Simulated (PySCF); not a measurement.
Isomers of C5H7NO, mass 97.053 u with the commonest isotopes. Method used: PBE0-D3(BJ)/def2-SVP geometry optimisation, gas phase in PySCF 2.14.0. One conformer each, none proved a minimum here; rigid rotors.

**Question.** Order these by dipole moment, largest first.
A. `[N:1]#[C:2][C@H:3]1[CH2:4][CH2:5][O:6][CH2:7]1` with C2–C3–C4–C5 118°, C3–C4–C5–O6 28°, C4–C5–O6–C7 -44°, C5–O6–C7–C3 41°
B. `[CH2:1]=[N:2][C:3]1=[C:4]([O:5][CH3:6])[CH2:7]1` with C1–N2–C3–C4 -179°, C3–C4–O5–C6 -179°
C. `C#CC(=O)N(C)C`
D. `[CH2:1]=[C:2]=[C:3]([CH3:4])[C:5]([NH2:6])=[O:7]` with C2–C3–C5–N6 1°, C3–C5–N6–H 0° and -179°
E. `[CH3:1][C:2]#[C:3][CH2:4][C:5]([NH2:6])=[O:7]` with C3–C4–C5–N6 14°, C4–C5–N6–H -6° and -179°

**Answer.** E (4.21 D), C (3.79 D), D (3.57 D), A (2.93 D), B (2.77 D).

**Question.** Order these by out-of-plane moment Σ m c² = (Ia + Ib − Ic)/2, largest first.
A. `[CH3:1][C:2]#[C:3][CH2:4][C:5]([NH2:6])=[O:7]` with C3–C4–C5–N6 14°, C4–C5–N6–H -6° and -179°
B. `[N:1]#[C:2][C@H:3]1[CH2:4][CH2:5][O:6][CH2:7]1` with C2–C3–C4–C5 118°, C3–C4–C5–O6 28°, C4–C5–O6–C7 -44°, C5–O6–C7–C3 41°
C. `[CH2:1]=[CH:2][C:3](=[CH2:4])[NH:5][CH:6]=[O:7]` with C1–C2–C3–C4 180°, C2–C3–N5–C6 180°, C3–N5–C6–O7 0°
D. `[CH2:1]=[C:2]=[C:3]([CH3:4])[C:5]([NH2:6])=[O:7]` with C2–C3–C5–N6 1°, C3–C5–N6–H 0° and -179°

**Answer.** B (19.67 u·Å²), A (4.34 u·Å²), D (3.34 u·Å²), C (0.00 u·Å²).

**Question.** Order these by rotational constant B, smallest first.
A. `[CH3:1][C:2]#[C:3][CH2:4][C:5]([NH2:6])=[O:7]` with C3–C4–C5–N6 14°, C4–C5–N6–H -6° and -179°
B. `[CH2:1]=[N:2][C:3]1=[C:4]([O:5][CH3:6])[CH2:7]1` with C1–N2–C3–C4 -179°, C3–C4–O5–C6 -179°
C. `[CH2:1]=[C:2]=[C:3]([CH3:4])[C:5]([NH2:6])=[O:7]` with C2–C3–C5–N6 1°, C3–C5–N6–H 0° and -179°
D. `[CH2:1]=[CH:2][C:3](=[CH2:4])[NH:5][CH:6]=[O:7]` with C1–C2–C3–C4 180°, C2–C3–N5–C6 180°, C3–N5–C6–O7 0°
E. `[N:1]#[C:2][C@H:3]1[CH2:4][CH2:5][O:6][CH2:7]1` with C2–C3–C4–C5 118°, C3–C4–C5–O6 28°, C4–C5–O6–C7 -44°, C5–O6–C7–C3 41°

**Answer.** A (1199 MHz), B (1342 MHz), D (1746 MHz), E (1918 MHz), C (2222 MHz).

```
        SMILES  point group  Ia (u·Å²)  Ib (u·Å²)  Ic (u·Å²)      κ  μa (D)  μb (D)  μc (D)
C=C=C(C)C(N)=O            –     127.93     227.44     348.69  -0.38    2.93    2.04    0.00
N#C[C@H]1CCOC1           C1      82.10     263.44     306.19  -0.88    2.57    0.84    1.12
   CC#CCC(N)=O           C1      62.11     421.49     474.91  -0.96    3.73    1.92    0.39
 C#CC(=O)N(C)C           Cs     113.93     228.69     336.18  -0.52    0.76    3.71    0.00
  C=CC(=C)NC=O           Cs      85.02     289.38     374.40  -0.83    2.88    1.97    0.00
 C=NC1=C(OC)C1      near Cs      49.07     376.51     418.92  -0.97    1.69    2.20    0.00
```
